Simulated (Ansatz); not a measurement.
A run for Ansatz (a first-principles code): R-CCSD(T)/def2-TZVPP on Cl3FSi (SMILES F[Si](Cl)(Cl)Cl).

Ansatz 0.2 input:
```yaml
crystal:
  periodic: [false, false, false]
  atoms:
    - {symbol: Si, position_ang: [-0.03465544, -0.02179860, 0.05130222]}
    - {symbol: Cl, position_ang: [0.54843280, -1.61921426, -1.04858397]}
    - {symbol: Cl, position_ang: [-1.22016893, 1.20245803, -1.04287551]}
    - {symbol: Cl, position_ang: [1.57550177, 0.98597580, 0.75362561]}
    - {symbol: F, position_ang: [-0.86911020, -0.54732097, 1.28653166]}
basis:
  gaussian:
    orbitals: def2-TZVPP
magnetization: {spin_polarized: false}
correlation: {method: ccsd_t, electrons: outside_noble_gas}
scf: {lower_state_search: off}
```

**Question.** What total energy does the run end on?

**Answer.** -1768.2087 hartree (reference determinant -1767.2021, T1 diagnostic 0.010).

**Question.** How many basis functions does it have, and what does it roughly cost on one machine?

**Answer.** 199 functions; roughly 60 core-seconds.
